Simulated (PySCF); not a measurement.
These compounds are isomers of formula C$_{5}$H$_{5}$Cl$_{3}$.

A. SMILES C(C)#CCC(Cl)(Cl)Cl
B. `C=C=CCC(Cl)(Cl)Cl`
C. `InChI=1S/C5H5Cl3/c6-5(7,8)4-2-1-3-4/h2H,1,3H2`

Spectrum 1. 13C{1H} NMR (computed): δ 123.4 (C), 90.7 (C), 79.5 (C), 49.2 (CH2), 4.6 (CH3).

Spectrum 2. 13C{1H} NMR (computed): δ 154.6 (C), 143.0 (CH), 114.6 (C), 31.1 (CH2), 25.6 (CH2).

Spectrum 3. 13C{1H} NMR (computed): δ 224.6 (C), 124.7 (C), 90.8 (CH), 79.5 (CH2), 59.1 (CH2).

Theory: PBE0/pcSseg-1 with gauge-including orbitals, geometry from GFN2-xTB, in PySCF (in vacuum, equivalent nuclei averaged, single conformer, non-relativistic).

Scale: TMS for 13C (reference shieldings calculated alike). Shifts are as computed. Against solution values, carbons near 30 ppm lie about +3 ppm off and those near 130 ppm about +5 ppm; carbons on Cl a further +6 ppm (rms about the fit 2.1 ppm; single classes can miss by 10 ppm). Of 1328 compounds with measured shifts, 309 miss one by over three times the rms of a fit or turn the order of signals round; such compounds aren't used in these exercises. Signals without a measured value on file couldn't be tested in this way; 1H shifts scatter by 0.2 ppm about their fit, and single ones miss by 0.5 ppm. Carbons bonded to Cl come out too deshielded.

Question: Match each spectrum to its structure.

Answer: 1–A, 2–C, 3–B.

- Spectrum 1 (A): 5 13C signals; δC 123.4 is a fully substituted sp3 carbon bonded to 3 Cl; δC 90.7 is an alkyne carbon.
- Spectrum 2 (C): 5 13C signals; δC 154.6 is a fully substituted alkene carbon; δC 143.0 is an alkene CH.
- Spectrum 3 (B): 5 13C signals; δC 224.6 is a central carbon of an allene; δC 124.7 is a fully substituted sp3 carbon bonded to 3 Cl.
